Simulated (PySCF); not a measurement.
C3H12OSi2.
Geometry (PBE0-D3(BJ)/def2-SVP, Å), atoms numbered from 1 in this order:
```
atom  x, y, z in Å
C1    -0.9598    1.8792    0.6399
O2    -0.3206    0.9941   -0.2302
C3    -0.2721   -0.3528    0.2107
Si4   -1.8912   -1.2820   -0.2168
C5     0.9397   -1.0016   -0.4496
Si6    2.4367    0.1633   -0.3771
H7    -2.0234    1.6198    0.7993
H8    -0.4612    1.9101    1.6287
H9    -0.9107    2.8802    0.1897
H10   -0.1180   -0.3724    1.3106
H11   -2.0251   -1.3470   -1.7032
H12   -1.8340   -2.6713    0.3347
H13   -3.0940   -0.5975    0.3498
H14    1.1813   -1.9542    0.0491
H15    0.7414   -1.2389   -1.5096
H16    3.6895   -0.6322   -0.5822
H17    2.5099    0.8013    0.9752
H18    2.3951    1.2214   -1.4266
```

Computed, not measured: PySCF, PBE0-D3(BJ)/def2-SVP geometry optimisation, gas phase.

Masses are those of the commonest isotopes; rigid-rotor values at the optimised geometry. The values belong to one conformer with, in the numbering `[CH3:1][O:2][C@@H:3]([SiH3:4])[CH2:5][SiH3:6]`, C1–O2–C3–Si4 84°, O2–C3–C5–Si6 44°.

(1) Give the principal moments of inertia and the rotational constants in MHz.

(2) Classify the top.

(3) What does the inertial defect say?

(4) Give the other two planar moments, Paa and Pbb, and the rms extents of the mass along the axes.

(5) Where do the levels up to J = 4 lie, in MHz?

(6) Which lines would a microwave search look for?

(7) Estimate the classical rotational partition function at 10 K, 100 K and 298.15 K.

## Answers

(1) Ia = 164.09, Ib = 367.47, Ic = 500.49 u·Å²; 505379 MHz·u·Å²/I gives A = 3080, B = 1375, C = 1010 MHz.

(2) An asymmetric top: κ = (2 × 1375 − 3080 − 1010)/(3080 − 1010) = -0.65.

(3) Not planar: Δ = Ic − Ia − Ib = -31.07 u·Å². For a rigid frame Δ = −2 Σ m c², so Σ m c² = 15.54 u·Å² lies off the ab plane: 11.19 from hydrogen and 4.35 from heavier atoms. The atom farthest from that plane is 1.48 Å away.

(4) Paa = Σ m a² = (Ib + Ic − Ia)/2 = 351.94 and Pbb = Σ m b² = (Ia + Ic − Ib)/2 = 148.56 u·Å². With the mass M = 120.04 u, the rms extents √(P/M) along a, b and c are 1.71, 1.11, 0.36 Å.

(5) Above 0(0,0):
J = 1: 1(0,1) 2385, 1(1,1) 4090, 1(1,0) 4455
J = 2: 2(0,2) 7102, 2(1,2) 8494, 2(1,1) 9591, 2(2,1) 14705, 2(2,0) 14757
J = 3: 3(0,3) 14054, 3(1,3) 15070, 3(1,2) 17259, 3(2,2) 21860, 3(2,1) 22117, 3(3,1) 31327, 3(3,0) 31332
J = 4: 4(0,4) 23122, 4(1,4) 23787, 4(1,3) 27409, 4(2,3) 31359, 4(2,2) 32087, 4(3,2) 40960, 4(3,1) 40994, 4(4,1) 54089, 4(4,0) 54090
Those of J = 1 are B + C, A + C and A + B.

(6) The dipole components are |μa| = 0.87 D, |μb| = 0.33 D, |μc| = 0.97 D. The squared components, which scale the intensities, stand as 0.81 : 0.12 : 1.00 (a : b : c). Some lines, for components of 0.1 D or more:

| type | branch | J(Ka,Kc) | MHz | lower level (cm⁻¹) |
| --- | --- | --- | --- | --- |
| a | Q | 1(1,0) ← 1(1,1) | 366 | 0.136 |
| c | Q | 2(1,2) ← 2(0,2) | 1392 | 0.237 |
| c | Q | 1(1,1) ← 1(0,1) | 1705 | 0.080 |
| b | Q | 1(1,0) ← 1(0,1) | 2070 | 0.080 |
| a | R | 1(0,1) ← 0(0,0) | 2385 | 0.000 |
| b | R | 1(1,1) ← 0(0,0) | 4090 | 0.000 |
| c | R | 1(1,0) ← 0(0,0) | 4455 | 0.000 |
| a | R | 2(0,2) ← 1(0,1) | 4717 | 0.080 |
| a | R | 2(1,1) ← 1(1,0) | 5136 | 0.149 |
| b | Q | 2(2,1) ← 2(1,2) | 6210 | 0.283 |
| c | R | 2(1,1) ← 1(0,1) | 7206 | 0.080 |
| c | R | 2(2,1) ← 1(1,1) | 10615 | 0.136 |
| b | R | 2(2,0) ← 1(1,1) | 10668 | 0.136 |

(7) Point group C1, symmetry number σ = 1; q = (√π/σ)·√((kT/h)³/(ABC)), k/h = 20836.6 MHz/K: 2580 at 10 K, 81500 at 100 K, 420000 at 298.15 K.

Stationary, but not proved a minimum. Zero-point vibration and centrifugal distortion are left out. A rigid rotor knows nothing of internal rotation, which can split or shift real lines.

On one thread of an Arm Neoverse V1, no GPU, on a shared host, this took 1.7 min wall. That covers the optimisation of the geometry.
